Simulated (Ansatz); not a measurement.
`O=C[TeH]` + `O=CO` → `O=C(O)[TeH]` + `C=O` at 700 K and 1 bar (formal exchange of groups at a Te–C bond).

Isolated molecules relaxed with PBE0-D4/def2-TZVP in Ansatz; ΔE leaves out vibrations. CBS: MP2 limit from def2 TZ/QZ plus the TZ coupled-cluster correction, frozen cores. This one scheme is used for every species. Elements past krypton have def2 core potentials. For Te outer-core shells are correlated without core-valence functions, which leaves a few kJ/mol of doubt a bond. Each species was taken in one conformer, which may not be the lowest.

| species | CCSD(T)/CBS energy (Eh) | H − E (kJ/mol) | S (J/(mol·K)) |
| --- | --- | --- | --- |
| `O=C[TeH]` | -382.12128 | 106.9 | 349.4 |
| `O=CO` | -189.60296 | 123.9 | 296.8 |
| `O=C(O)[TeH]` | -457.32249 | 132.0 | 386.0 |
| `C=O` | -114.39408 | 97.4 | 254.3 |

H − E and S are ideal-gas, rigid-rotor, harmonic terms from PBE0-D4/def2-TZVP, for one conformer and one mirror image of each species. 1 Eh = 2625.50 kJ/mol, R = 8.31446 J/(mol·K).

Question: By hand: ΔE, ΔH, ΔS and ΔG.

Answer: ΔE = (-457.32249) + (-114.39408) − (-382.12128) − (-189.60296) = 0.00767 Eh = 20.1 kJ/mol. Δ(H − E) = 132.0 + 97.4 − 106.9 − 123.9 = -1.4, so ΔH = 18.7 kJ/mol. ΔS = 386.0 + 254.3 − 349.4 − 296.8 = -5.9 J/(mol·K). ΔG = 18.7 − 700 × (-5.9)/1000 = 22.8 kJ/mol.

Question: By hand: the equilibrium constant, and the temperature at which ΔG would vanish if ΔH and ΔS stayed fixed.

Answer: log₁₀ K = −ΔG/(RT ln 10) = -1.7. ΔH and −TΔS have one sign here, so there is no such temperature.

The number of gas molecules stays the same, so ΔS is small and ΔH decides. A doubt of 5 kJ/mol in ΔE shifts log₁₀ K by 0.4 here. Other conformers and mirror images would add mixing entropy, several J/(mol·K) or more a flexible species. These are equilibria of isolated gas molecules and say nothing of rates. Largest T1 diagnostic: 0.016 (customary marks: 0.02 for closed shells, 0.045 for open ones).

ΔS is within the doubt of such terms, so its sign, and with it that verdict, could turn.
